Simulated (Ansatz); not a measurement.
The same path of Cl₃FH₅O₂SiTa (13 atoms, charge 0, multiplicity 1) was run twice with different band settings. Lost on the way: O8–H13. Made: O2–H13.

Method: Ansatz, RKS PBE/def2-SVP.

Relaxed end points:

```xyz
13
Properties=species:S:1:pos:R:3
Ta 0.091 -0.052 -0.176
O 1.933 0.463 0.051
H 2.391 0.576 0.905
Cl 0.069 -0.390 2.190
Cl 0.322 0.110 -2.512
F -0.820 1.578 -0.041
Cl -1.771 -1.534 -0.343
O 1.136 -2.057 -0.366
Si 0.598 -3.719 -0.424
H -0.177 -3.951 -1.677
H 1.895 -4.478 -0.453
H -0.168 -4.019 0.820
H 2.102 -1.912 -0.423
```

```xyz
13
Properties=species:S:1:pos:R:3
Ta -0.232 -0.376 -0.079
O 2.035 0.119 -0.163
H 2.572 -0.187 0.594
Cl 0.405 -0.418 2.210
Cl 0.157 -0.105 -2.405
F -0.399 1.516 0.065
Cl -2.504 -0.738 0.020
O 0.239 -2.230 -0.227
Si 0.620 -3.870 -0.342
H 1.086 -4.162 -1.740
H 1.723 -4.178 0.633
H -0.603 -4.676 -0.016
H 2.500 -0.081 -0.999
```

Common settings: movable images 9; climbing image yes; spring 5.0 eV/Å²; optimiser quadratic models (default); force threshold 0.03 eV/Å; iteration limit 60; end points relaxed.

| run | start path |
| --- | --- |
| 1 | through a guess of the saddle point |
| 2 | straight line |

(1) What does each run give, and how far can it be trusted?

## Answers

(1) Run 1: converged after 32 iterations, highest image 0.382 eV above the first end. A vibrational analysis at the climbing image gives one clearly imaginary mode, 864i cm⁻¹, and a faint second one (22i cm⁻¹) that may be numerical noise or a soft torsion: probably a first-order saddle point.
Run 2: converged after 21 iterations, highest image 0.371 eV above the first end. The order of the point at the top wasn't checked.
The orbitals stay closed-shell, which can raise the energy where a bond breaks towards radicals; this wasn't checked here.
